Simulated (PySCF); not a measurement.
**Ionising ZnCl**

BP86; Zn def2-TZVPPD, Cl def2-TZVPPD; no relativity (PySCF 2.14). Neutral (UKS): doublet (σ ↑), Re = 2.176 Å, ωe = 353 cm⁻¹, De = 2.20 eV, HOMO -5.87 eV, LUMO -4.77 eV.

ZnCl⁺ (UKS): singlet (closed shell), Re = 2.066 Å, ωe = 444 cm⁻¹, De = 2.72 eV to Zn⁺ + Cl. The energies at the minima are -2239.93286 hartree for ZnCl and -2239.60052 for ZnCl⁺.

(1) Work out the adiabatic ionisation energy, without and with harmonic zero-point energies (1 hartree = 27.2114 eV, 1 eV = 8065.5 cm⁻¹), and the change of the bond length.

ZnCl⁻ (UKS): singlet (closed shell), Re = 2.526 Å, ωe = 171 cm⁻¹, De = 0.67 eV to Zn + Cl⁻. The energies at the minima are -2239.93286 hartree for ZnCl and -2240.01536 for ZnCl⁻.

(2) Work out the adiabatic electron affinity, without and with harmonic zero-point energies (1 hartree = 27.2114 eV, 1 eV = 8065.5 cm⁻¹), and the change of the bond length.

For an ion De counts to the pair picked by the measured ionisation energies or electron affinities, which need not be the lowest pair at this level. The highest Kohn–Sham level is positive in this anion. Much of that is self-interaction error, but it also means that the finite basis helps to hold the extra electron. States were picked by a PBE0 search and need not be the measured ground states.

## Answers

(1) At BP86: 0.33234 hartree = 9.043 eV between the minima; the zero-point term (444.0 − 353.0)/2 cm⁻¹ = +0.006 eV makes it 9.049 eV. Re changes by -11.0 pm against the neutral. The electron leaves a σ orbital, and the shorter bond of the ion fits an antibonding orbital, or a change in how ionic the bond is.

(2) At BP86: 0.08250 hartree = 2.245 eV between the minima; the zero-point term (353.0 − 171.0)/2 cm⁻¹ = +0.011 eV makes it 2.256 eV. Re changes by +35.0 pm against the neutral. The electron enters a σ orbital, and the ion is left as a loose complex of an ion and an atom.
